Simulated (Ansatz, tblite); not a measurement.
Cost and result up the ladder for Al₉N₈H₂₄⁻, a nanocrystal cut from zinc blende AlN (hydrogen-capped) (41 atoms). The state is a singlet with charge -1. Geometry: PBE-D4/def2-SVP.

Cartesian coordinates in Å:
```
N 1.2058 -1.7110 -2.9467
N -1.5178 -2.0514 0.3575
N 1.9736 1.7285 1.7930
N -0.6298 0.2594 2.3109
N 1.1286 -0.5827 -0.0629
N -1.2740 -0.1753 -1.9990
N -0.3811 2.1080 -0.0471
N -3.0327 0.5544 0.3989
Al 1.7469 -2.0972 -1.0628
Al 2.7286 0.2559 0.7284
Al 0.0450 -1.2534 1.3294
Al -0.7189 -1.5444 -3.2686
Al -2.5379 -0.9100 -0.8050
Al 0.8842 1.1335 3.2798
Al 1.1425 3.1251 0.7401
Al -1.5805 1.5724 1.3240
Al 0.2883 0.6967 -1.1782
H 1.6947 -0.8552 -3.2601
H 1.5930 -2.4724 -3.5249
H -2.0978 -2.5842 1.0219
H -1.0364 -2.7835 -0.2060
H 2.8068 2.1666 2.2269
H -1.2080 -0.0859 3.0958
H -1.7096 0.5556 -2.5860
H -0.8325 2.8174 -0.6496
H -3.6875 0.2222 1.1252
H -3.6005 1.2410 -0.1235
H 0.8134 -3.3898 -0.6933
H 3.3402 -2.3343 -1.0903
H 3.4301 -0.7998 1.7380
H 3.6416 0.8683 -0.4636
H 0.5430 -2.4301 2.2979
H -1.3972 -2.9403 -2.7908
H -1.0006 -1.0517 -4.7838
H -3.8994 -1.5331 -1.3953
H 1.6087 0.0058 4.1863
H 0.2340 2.3725 4.1029
H 0.4898 4.2868 1.6660
H 2.0746 3.6542 -0.4721
H -2.4034 2.6997 2.1200
H 1.1320 1.2619 -2.4331
```

Ansatz on 2 threads of AMD EPYC 7R13 on a shared host and a share (18 GiB) of an NVIDIA H100 80GB HBM3; xTB runs through tblite on one thread. Times are rough, summed over both states, and most runs start from the orbitals of an earlier one. PBE-QIDH/def2-TZVP serves as the yardstick here, not as an exact answer. The other state is a doublet.

The xTB rows come from tblite. Correlated methods freeze 53 core orbitals. Single mean-field runs in def2-TZVP are fitted with def2-universal-jkfit. HOMO above LUMO, or a gap near zero within one spin, warns that the state may not be the lowest or that an electron is smeared out.

Correlated methods converge slowly with the basis.

Raw xTB energies of ions are shifted by several eV.

| level | functions | vertical IE (eV) | difference from PBE-QIDH/def2-TZVP (eV) | remarks |
| --- | --- | --- | --- | --- |
| GFN2-xTB | 137 | 8.80 | 2.79 | – |
| PBE-D4/def2-TZVP (with forces) | 725 | 4.69 | -1.32 | gap within one spin near zero (doublet) |
| PBE-QIDH/def2-TZVP | 725 | 6.01 | 0.00 | – |
| GFN1-xTB | 161 | 8.07 | 2.05 | – |
| PBE0-D4/def2-TZVP (with forces) | 725 | 5.34 | -0.68 | – |

**Question.** Estimate how long each takes.

**Answer.** GFN2-xTB 0.32 s; GFN1-xTB 0.34 s; PBE0-D4/def2-TZVP (with forces) 24 s; PBE-D4/def2-TZVP (with forces) 25 s; PBE-QIDH/def2-TZVP 27 s. On shared hardware such times vary by a factor of up to 3.
